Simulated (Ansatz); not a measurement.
`C[Si](N)([SiH3])Cl` + H₂O → `C[Si](N)(O)Cl` + SiH₄ at 500 K and 1 bar (formal hydrolysis of the Si–Si bond).

Computed with Ansatz on PBE0-D4/def2-TZVP structures; ΔE is electronic, products minus reactants. CBS: MP2 limit from def2 TZ/QZ plus the TZ coupled-cluster correction, frozen cores. This one scheme is used for every species. Each species was taken in one conformer, which may not be the lowest.

```csv
species,CCSD(T)/CBS energy (Eh),H − E (kJ/mol),S (J/(mol·K))
`C[Si](N)([SiH3])Cl`,-1135.60557,297.9,478.2
H₂O,-76.37941,73.2,206.3
`C[Si](N)(O)Cl`,-920.56583,261.3,431.6
SiH₄,-291.46306,102.4,230.9
```

H − E and S are ideal-gas, rigid-rotor, harmonic terms from PBE0-D4/def2-TZVP, for one conformer and one mirror image of each species. 1 Eh = 2625.50 kJ/mol, R = 8.31446 J/(mol·K).

Q: By hand: ΔE, ΔH, ΔS and ΔG.

A: ΔE = (-920.56583) + (-291.46306) − (-1135.60557) − (-76.37941) = -0.04391 Eh = -115.3 kJ/mol. Δ(H − E) = 261.3 + 102.4 − 297.9 − 73.2 = -7.4, so ΔH = -122.7 kJ/mol. ΔS = 431.6 + 230.9 − 478.2 − 206.3 = -22.0 J/(mol·K). ΔG = -122.7 − 500 × (-22.0)/1000 = -111.7 kJ/mol.

Q: By hand: the equilibrium constant, and the temperature at which ΔG would vanish if ΔH and ΔS stayed fixed.

A: log₁₀ K = −ΔG/(RT ln 10) = 11.7. ΔG = 0 at ΔH/ΔS = 5577 K, far beyond where these terms or the molecules hold.

ΔH outweighs TΔS. A doubt of 5 kJ/mol in ΔE shifts log₁₀ K by 0.5 here. Other conformers and mirror images would add mixing entropy, several J/(mol·K) or more a flexible species. These are equilibria of isolated gas molecules and say nothing of rates. Largest T1 diagnostic: 0.011 (customary marks: 0.02 for closed shells, 0.045 for open ones).
